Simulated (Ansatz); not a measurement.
```yaml
crystal:
  periodic: [false, false, false]
  atoms:
    - {symbol: F, position_ang: [-1.031047, 1.483392, 0.804939]}
    - {symbol: C, position_ang: [0.144389, 1.159862, 0.326844]}
    - {symbol: C, position_ang: [0.584688, -0.161388, 0.282828]}
    - {symbol: Ge, position_ang: [-0.488486, -1.356277, -0.645931]}
    - {symbol: H, position_ang: [0.156129, 1.723836, -0.819219]}
    - {symbol: H, position_ang: [0.690715, 1.946462, 0.807829]}
    - {symbol: H, position_ang: [1.858008, 0.371940, 0.449819]}
    - {symbol: H, position_ang: [1.808008, 0.071940, 0.149819]}
    - {symbol: H, position_ang: [-1.825546, -1.228387, 0.170769]}
    - {symbol: H, position_ang: [-0.552797, -0.741524, -1.654903]}
    - {symbol: H, position_ang: [0.143147, -2.670617, -0.993743]}
basis:
  gaussian: {orbitals: def2-TZVPP}
hamiltonian: {xc: {name: PBEsol}, dispersion: d4}
output: {forces: true}
```

```sh
$ ansatz run in.yaml --threads 4 --pin off --events-out ev --progress --plain --max-ram 10444MiB
```

It prints (some lines left out):

```
Functional definition: PBEsol
1287 factors; their error is unknown
mean field evaluation 1: about -61329.1045 eV, gradient 6.4e1 eV
mean field evaluation 2: about -61277.7594 eV, gradient 1.3e2 eV
mean field evaluation 4: about -61337.7375 eV, gradient 1.1e1 eV
mean field evaluation 8: about -61338.0197 eV, gradient 1.3e-1 eV
mean field evaluation 16: about -61337.9863 eV, gradient 1.1e-2 eV
mean field -61337.98629342 eV, -2254.1294199030 hartree, gradient 9.3e-6 eV, S^2 0.000000; 0 other end points of the search recorded, 0 dependent functions left out
reference -61337.98633157 eV, -2254.1294213047 hartree; 30, 30 occupied and 209, 209 virtual orbitals, 1287 factors
Total energy: -61338.05175628 eV, -2254.1318256186 hartree
Atom 0 at    -1.031047     1.483392     0.804939 Å, force    -4.043228    -0.775035     1.388369 eV/Å
Atom 1 at     0.144389     1.159862     0.326844 Å, force     1.111159     5.279943    -4.412366 eV/Å
Atom 2 at     0.584688    -0.161388     0.282828 Å, force     1.516404    -0.614874     3.254038 eV/Å
Atom 3 at    -0.488486    -1.356277    -0.645931 Å, force     0.617466    -6.688968    10.069430 eV/Å
Atom 4 at     0.156129     1.723836    -0.819219 Å, force    -0.522789    -0.890480     1.380311 eV/Å
Atom 5 at     0.690715     1.946462     0.807829 Å, force     2.217931     0.018578     0.705507 eV/Å
Atom 6 at     1.858008     0.371940     0.449819 Å, force     4.168045    28.694422    30.281807 eV/Å
Atom 7 at     1.808008     0.071940     0.149819 Å, force    -4.177834   -30.611996   -30.836008 eV/Å
Atom 8 at    -1.825546    -1.228387     0.170769 Å, force     0.507660    -0.410608    -0.117304 eV/Å
Atom 9 at    -0.552797    -0.741524    -1.654903 Å, force    -1.455475     6.826804   -12.034270 eV/Å
Atom 10 at     0.143147    -2.670617    -0.993743 Å, force     0.060660    -0.827787     0.320487 eV/Å
Dipole moment:     0.471554    -0.152151    -0.169223 e Å
```

In this input one atom was put on top of another. Self-consistency was reached. The result belongs to that input, not to the molecule as meant.
